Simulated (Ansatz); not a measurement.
Ga(H)(F)(OMe) (CH4FGaO), SMILES [O](C)[GaH][F].

Coordinates come from a B3LYP-D3(BJ)/def2-SVP optimisation. The structure was generated by enumeration; whether it is a known compound was not checked. The values are those of a single conformer.

Two levels are set side by side: PBE/def2-SVPD (Ansatz, a quantum-chemistry and plane-wave program) and CAM-B3LYP/def2-SVPD (Ansatz). Energy differences of separate SCF runs at the same geometry; the states with an electron removed or added have multiplicity 2 and 2. Differences are taken from unrounded values.

```csv
quantity,CAM-B3LYP,PBE,PBE minus CAM-B3LYP
vertical ionisation energy (eV),10.77,10.40,-0.36
vertical singlet–triplet gap (eV),5.97,5.48,-0.49
```
